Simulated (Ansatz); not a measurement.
Gas-phase electronic energies from Ansatz, PBE0-D4/def2-TZVP geometries. CCSD(T)/CBS adds triple-zeta CCSD(T) − MP2 to the extrapolated MP2 energy (def2 sets, frozen cores). This one scheme is used for every species. Functionals use def2-TZVPP. Each species was taken in one conformer, which may not be the lowest.

Consider the substitution at a C–Si bond: `C[SiH2]C=O` + `CC(N)O` → `CC(O)NC=O` + `C[SiH3]`.

```
     species  ωB97X-V energy (Eh)
`C[SiH2]C=O`           -444.49735
    `CC(N)O`           -210.42465
 `CC(O)NC=O`           -323.77437
   `C[SiH3]`           -331.17281
```

Q: Work out ΔE.

A: ΔE = (-323.77437) + (-331.17281) − (-444.49735) − (-210.42465) = -0.02518 Eh = -15.8 kcal/mol. CCSD(T)/CBS gives -13.5 kcal/mol.

Largest T1 diagnostic among the species: 0.014.

In def2-TZVPP, CCSD(T) changes the Hartree–Fock value by +2.1 kcal/mol (the triples alone add −0.2 kcal/mol) and MP2 by +0.8 kcal/mol.
